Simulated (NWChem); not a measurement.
## Excited singlets of 1,3-disilacyclobutane (C2H8Si2) by symmetry

```xyz
12

C      0.0000     1.3589    -0.1591
Si     1.3151     0.0000     0.0758
C      0.0000    -1.3589    -0.1591
Si    -1.3151     0.0000     0.0758
H      0.0000     1.7455    -1.1921
H      0.0000     2.2149     0.5303
H      2.4462     0.0000    -0.9054
H      1.8814     0.0000     1.4606
H      0.0000    -1.7455    -1.1921
H      0.0000    -2.2149     0.5303
H     -2.4462     0.0000    -0.9054
H     -1.8814     0.0000     1.4606
```
Charge 0, spin multiplicity 1.

All runs are NWChem calculations. The geometry was optimised at PBE0/def2-SVP, a minimum by its harmonic frequencies. It is one conformer; others weren't searched.

Basis set: 6-31+G*. Symmetry labels belong to the abelian group C2v used in the runs, with the axes of the coordinates shown. Entries are the lowest vertical excitation energy of each symmetry in eV (for CIS and TDDFT among the lowest few roots); a state of one symmetry need not have the same character in every method. Symmetries that some method's roots don't reach, or where a double excitation leads the EOM-CCSD root, are left out.

The correlated methods keep 12 core orbitals frozen. B3LYP has NWChem's definition, with VWN1-RPA local correlation. The Pople sets run with spherical d functions. No row is a measurement; the coupled-cluster row has its own basis-set and correlation limits.

```json
[
 {"method": "CIS", "a2": "7.41", "b1": "7.87", "a1": "8.71"},
 {"method": "TD-PBE", "a2": "5.65", "b1": "6.02", "a1": "6.72"},
 {"method": "TD-B3LYP", "a2": "6.07", "b1": "6.45", "a1": "7.20"},
 {"method": "TD-PBE0", "a2": "6.19", "b1": "6.65", "a1": "7.43"},
 {"method": "EOM-CCSD", "a2": "6.47", "b1": "6.89", "a1": "7.70"}
]
```
